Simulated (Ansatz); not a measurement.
Geometry optimisation, Ansatz, RKS BLYP/def2-SVP.

Input:

```yaml
crystal:
  periodic: [false, false, false]
  atoms:
    - { symbol: "N", position_ang: [-0.1172, 1.4289, -0.9579] }
    - { symbol: C, position_ang: [-0.4699, 0.3105, -0.4888] }
    - { symbol: Si, position_ang: [-2.0522, -0.47347, -0.99968] }
    - { symbol: Cl, position_ang: [0.45571, -0.4246, 0.64612] }
    - { symbol: H, position_ang: [-0.9143, 1.7399, -1.6347] }
    - { symbol: H, position_ang: [-2.99104, -0.64563, 0.13602] }
    - { symbol: H, position_ang: [-1.88964, -1.80744, -1.61437] }
    - { symbol: H, position_ang: [-2.85152, 0.36474, -2.04347] }
basis:
  gaussian: { orbitals: def2-SVP }
hamiltonian:
  xc: blyp
relax:
  f_tol: 0.015
  max_steps: 40
output:
  orbitals: {}
```

Run as:

```bash
$ ansatz run input.yaml --threads 1 --pin off --max-ram 2048MiB --backend cpu --events-out ev --progress --plain --runs-dir out
```

Task: Where does it end, and by what steps?

Result: It converged. After 8 steps the energy has fallen by 0.568 eV; H5 moved furthest, 0.29 Å.

```json
{"step": "0", "energy less start (eV)": "0.0000", "largest force component (eV/Å)": "2.600", "accepted": "yes"}
{"step": "1", "energy less start (eV)": "-0.3819", "largest force component (eV/Å)": "1.697", "accepted": "yes"}
{"step": "2", "energy less start (eV)": "-0.4956", "largest force component (eV/Å)": "1.556", "accepted": "yes"}
{"step": "3", "energy less start (eV)": "-0.5214", "largest force component (eV/Å)": "0.827", "accepted": "yes"}
{"step": "4", "energy less start (eV)": "-0.5633", "largest force component (eV/Å)": "0.324", "accepted": "yes"}
{"step": "5", "energy less start (eV)": "-0.5678", "largest force component (eV/Å)": "0.057", "accepted": "yes"}
{"step": "6", "energy less start (eV)": "-0.5680", "largest force component (eV/Å)": "0.058", "accepted": "yes"}
{"step": "7", "energy less start (eV)": "-0.5681", "largest force component (eV/Å)": "0.026", "accepted": "yes"}
{"step": "8", "energy less start (eV)": "-0.5682", "largest force component (eV/Å)": "0.002", "accepted": "yes"}
```

```xyz
8
Properties=species:S:1:pos:R:3
N -0.076 1.505 -0.972
C -0.552 0.402 -0.570
Si -2.170 -0.537 -1.014
Cl 0.406 -0.534 0.658
H -0.706 1.946 -1.667
H -2.998 -0.702 0.221
H -1.824 -1.875 -1.585
H -2.909 0.286 -2.029
```

Whether the end is a true minimum wasn't checked by a vibrational analysis.

Run time: 30 s on 1 thread of AMD EPYC 7R43 64-Core Processor (Zen 3), on a shared host, peak memory 0.16 GiB.
